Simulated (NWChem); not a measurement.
The numbers come from NWChem runs, not from measurements. System: aminoborane (H₄BN), charge 0, spin multiplicity 1, at a geometry optimised with B3LYP/def2-SVP. Level: CCSD(T)/def2-TZVP, 2 core orbitals frozen.

Part of the output:

```
             Northwest Computational Chemistry Package (NWChem) 7.3.0
             --------------------------------------------------------

                                NWChem Input Module
                                -------------------

 Scaling coordinates for geometry "geometry" by  1.889725989
 (inverse scale =  0.529177249)

 Turning off AUTOSYM since
 SYMMETRY directive was detected!

                             Geometry "geometry" -> ""
                             -------------------------

 Output coordinates in angstroms (scale by  1.889725989 to convert to a.u.)

  No.       Tag          Charge          X              Y              Z
 ---- ---------------- ---------- -------------- -------------- --------------
    1 B                    5.0000     0.00000000     0.00000000     0.77780100
    2 N                    7.0000     0.00000000     0.00000000    -0.61187300
    3 H                    1.0000    -1.05509000     0.00000000     1.36610200
    4 H                    1.0000     1.05509000     0.00000000     1.36610200
    5 H                    1.0000     0.84709700     0.00000000    -1.16905100
    6 H                    1.0000    -0.84709700     0.00000000    -1.16905100

 Effective nuclear repulsion energy (a.u.)      32.1253324719

            Nuclear Dipole moment (a.u.)
            ----------------------------
        X                 Y               Z
 ---------------- ---------------- ----------------
     0.0000000000     0.0000000000    -0.0000075589

      Symmetry information
      --------------------

 Group name             C2v
 Group number             16
 Group order               4
 No. of unique centers     4

      Symmetry unique atoms

     1    2    3    5


 Summary of "ao basis" -> "" (spherical)
 ------------------------------------------------------------------------------
       Tag                 Description            Shells   Functions and Types
 ---------------- ------------------------------  ------  ---------------------
 *                         def2-tzvp                  on all atoms

 Summary of "ao basis" -> "ao basis" (spherical)
 ------------------------------------------------------------------------------
       Tag                 Description            Shells   Functions and Types
 ---------------- ------------------------------  ------  ---------------------
 B                         def2-tzvp                11       31   5s3p2d1f
 N                         def2-tzvp                11       31   5s3p2d1f
[...]
     2   1 0 1      0.000000      0.000000      0.000000
     2   0 2 0    -11.104505      0.000000      0.000000
     2   0 1 1     -0.000000      0.000000      0.000000
     2   0 0 2     -9.910570      0.000000     43.250666

                   NWChem Extensible Many-Electron Theory Module
                   ---------------------------------------------


            General Information
            -------------------
      Number of processors :     1
         Wavefunction type : Restricted Hartree-Fock
          No. of electrons :    16
           Alpha electrons :     8
            Beta electrons :     8
           No. of orbitals :   172
            Alpha orbitals :    86
             Beta orbitals :    86
        Alpha frozen cores :     2
         Beta frozen cores :     2
     Alpha frozen virtuals :     0
      Beta frozen virtuals :     0
         Spin multiplicity : singlet
    Number of AO functions :    86
       Number of AO shells :    38
        Use of symmetry is : on
      Symmetry adaption is : on
         Schwarz screening : 0.10D-09

          Correlation Information
          -----------------------
          Calculation type : Coupled-cluster singles & doubles w/ perturbation
   Perturbative correction : (T)
            Max iterations :      100
        Residual threshold : 0.10D-05
     T(0) DIIS level shift : 0.00D+00
     L(0) DIIS level shift : 0.00D+00
     T(1) DIIS level shift : 0.00D+00
     L(1) DIIS level shift : 0.00D+00
     T(R) DIIS level shift : 0.00D+00
     T(I) DIIS level shift : 0.00D+00
   CC-T/L Amplitude update :  5-th order DIIS
                I/O scheme : Global Array Library
        L-threshold :  0.10D-05
        EOM-threshold :  0.10D-05
 no EOMCCSD initial starts read in
 TCE RESTART OPTIONS
 SLICE:      F
 D4D5:       F
 quantumc:   F
 qrotation:  F
 pwtce:      F
 qducc:      F
 nacto:                         0
 nrotv:                         0
 nrot:                          0

            Memory Information
            ------------------
          Available GA space size is     249029404 doubles
          Available MA space size is     104853324 doubles

 Maximum block size supplied by input
 Maximum block size        24 doubles

 tile_dim =     22

 -------------------------------------------------

 Global array virtual files algorithm will be used

 Parallel file system coherency ......... OK

 4-electron integrals stored in orbital form

 v2    file size   =          3118147
 4-index algorithm nr.  13 is used
 imaxsize =       30
 imaxsize ichop =        0


CCSD iterations
 ---------------------------------------------------------
 Iter          Residuum       Correlation     Cpu    Wall
 ---------------------------------------------------------
    1   0.1476714944669  -0.3163992429858     0.4     0.4
    2   0.0391035832891  -0.3328857784404     0.4     0.4
    3   0.0139814926408  -0.3389631832476     0.4     0.4
    4   0.0059421621963  -0.3403073941583     0.4     0.4
    5   0.0027561465687  -0.3408669054479     0.4     0.4
    6   0.0007348612838  -0.3411861305875     0.4     0.4
    7   0.0004711863642  -0.3412230378214     0.4     0.4
    8   0.0002173316675  -0.3412299180702     0.4     0.4
    9   0.0001507519272  -0.3412320807596     0.4     0.4
   10   0.0000849002838  -0.3412354166385     0.4     0.4
   11   0.0000072285471  -0.3412395343301     0.3     0.3
   12   0.0000024044805  -0.3412400554791     0.3     0.3
   13   0.0000009681348  -0.3412402777256     0.3     0.3
 -----------------------------------------------------------------
 Iterations converged
 CCSD correlation energy / hartree =        -0.341240277725601
 CCSD total energy / hartree       =       -81.868153585421680

 Singles contributions

 Doubles contributions
 CCSD(T)
 Using plain CCSD(T) code
             total no. of tasks          428
 total no. of tasks / no. procs          428
                         wl_min          960           3.1
                         wl_max       222156           7.8
        thresh for no. of tasks          428

 CCSD[T]  correction energy / hartree =        -0.012011810811756
 CCSD[T] correlation energy / hartree =        -0.353252088537356
 CCSD[T] total energy / hartree       =       -81.880165396233437
 CCSD(T)  correction energy / hartree =        -0.011601580855599
 CCSD(T) correlation energy / hartree =        -0.352841858581200
 CCSD(T) total energy / hartree       =       -81.879755166277278

 Task  times  cpu:       22.5s     wall:       22.5s

 Total times  cpu:       22.6s     wall:       22.6s
```

**Question.** Write an NWChem input that would produce this output.

**Answer.** One answer among several that fit: 
```
start mol
memory heap 100 mb stack 700 mb global 1900 mb
geometry units angstroms nocenter noautoz
  B      0.000000     0.000000     0.777801
  N      0.000000     0.000000    -0.611873
  H     -1.055090     0.000000     1.366102
  H      1.055090     0.000000     1.366102
  H      0.847097     0.000000    -1.169051
  H     -0.847097     0.000000    -1.169051
  symmetry group C2v
end
basis spherical
  * library def2-tzvp
end
scf
  rhf
  nopen 0
  maxiter 100
  thresh 1e-7
  semidirect memsize 60000000 filesize 0
end
tce
  freeze core 2
  ccsd(t)
  2eorb
  2emet 13
  thresh 1e-6
  maxiter 100
  tilesize 24
end
task tce energy
```
